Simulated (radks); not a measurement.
Results of a calculation; reference values are marked as such.
Spherical quantum dot in the effective-mass picture: electrons in a parabolic well V = omega^2 r^2 / 2 with omega = 0.237, with a point charge +2 (a donor) at the centre, all in effective atomic units (hartree* = m*/eps^2 hartree, bohr* = eps/m* bohr), one dielectric constant everywhere. Level of theory: non-relativistic Kohn-Sham, r2SCAN, spin-polarised, spherical densities, generalised Kohn-Sham scheme (a radial shooting solver with Libxc functionals). Levels are named by radial order and angular momentum (1s, 1p, 1d, 2s, ...), and open shells are averaged over m. Results are scaled to m* = 0.059 and eps = 4.9, for which hartree* = 66.87 meV and bohr* = 4.395 nm.

N = 13, configuration 1s2 1p6 1d(up 3, down 0) 2s2. This is the lowest configuration that the search found. Occupied and some empty levels:

level,occupation,eigenvalue (meV),<r> (nm)
1s down,1,141.43,4.290
1s up,1,141.67,4.273
2s up,1,176.06,19.29
2s down,1,178.00,18.59
1p up,3,179.01,19.53
1p down,3,180.94,18.76
1d up,3,187.29,21.91
1d down,0,190.04,21.59
1f up,0,196.86,23.67
1f down,0,200.08,23.50
2p up,0,200.66,19.72
2p down,0,201.96,19.79
1g up,0,207.64,25.20
1g down,0,211.30,25.01

Energy (meV): total 1048.94, kinetic 325.82, external -359.26, Hartree 1304.0, exchange-correlation -221.61.

Electron density:

r (nm),n(r) (e/nm^3)
1.73,0.009816
3.65,0.002106
5.57,0.0005510
7.50,0.0002178
9.42,0.0001641
11.3,0.0001719
13.3,0.0001855
15.2,0.0001909
17.1,0.0001838
19.0,0.0001641
21.0,0.0001351
22.9,0.0001014
24.8,0.00006911
26.7,0.00004243
28.7,0.00002334
30.6,0.00001150
32.5,5.043e-06
34.4,1.981e-06
36.3,6.992e-07
38.3,2.211e-07
